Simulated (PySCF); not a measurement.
## Electronic structure of Ni⁺ (nickel, charge +1) at the UHF level

Configuration: [Ar] 3d8 4s1, high-spin 4F determinant (an excited configuration). Calculation: PySCF 2.14, in x2c-TZVPPall (6s5p4d2f1g, 64 functions); the spin-free X2C one-electron Hamiltonian (Gaussian nucleus).

| Item | Value |
| --- | --- |
| Total energy | -1518.827184 hartree |
| One-electron energy | -2099.9038 hartree |
| Hartree (Coulomb) energy | 643.3952 hartree |
| Exchange energy | -62.3186 hartree |
| ⟨S²⟩ | 3.7516 |
| ⟨L²⟩ | 12.025 |
| Sum of ⟨r⟩ | 18.41 bohr |
| Sum of ⟨r²⟩ | 23.75 bohr² |
| Langevin diamagnetic susceptibility | -18.8 ×10⁻⁶ cm³/mol |

```
shell  electrons  mean orbital energy (eV)  spread (eV)  rms radius, mean of both spins (bohr)
 1s α          1                   -8411.6            0                                 0.0624
 1s β          1                   -8411.5            0                                 0.0624
 2s α          1                   -1060.9            0                                  0.265
 2s β          1                   -1058.8            0                                  0.265
 2p α          3                   -910.06            0                                  0.238
 2p β          3                   -908.08            0                                  0.238
 3s α          1                   -147.76            0                                  0.795
 3s β          1                   -142.09            0                                  0.795
 3p α          3                   -102.00            0                                  0.849
 3p β          3                   -95.497            0                                  0.849
 3d α          5                   -28.710        1.529                                   1.10
 3d β          3                   -26.075            0                                   1.10
 4s α          1                   -16.220            0                                   2.83
```

Densities and radii are taken from the X2C orbitals without a picture-change correction, which distorts them close to the nucleus.

Spin-orbit constants ζ (cm⁻¹) from the X2C one-electron operator on these orbitals: bare nucleus, nucleus screened by l(l+1)(2l+1)/3 electrons, and screened by the Breit-Pauli mean field of the electrons.

| shell | bare | screened nucleus | mean field |
| --- | --- | --- | --- |
| 2p | 98210 | 91190 | 87970 |
| 3p | 12210 | 11340 | 10870 |
| 3d | 1152 | 740.5 | 669.9 |

To first order the Landé constant is A = -223.3 cm⁻¹, so the lowest level has J = 9/2 and lies 0.125 eV below the centre of the term. This holds in LS coupling only.
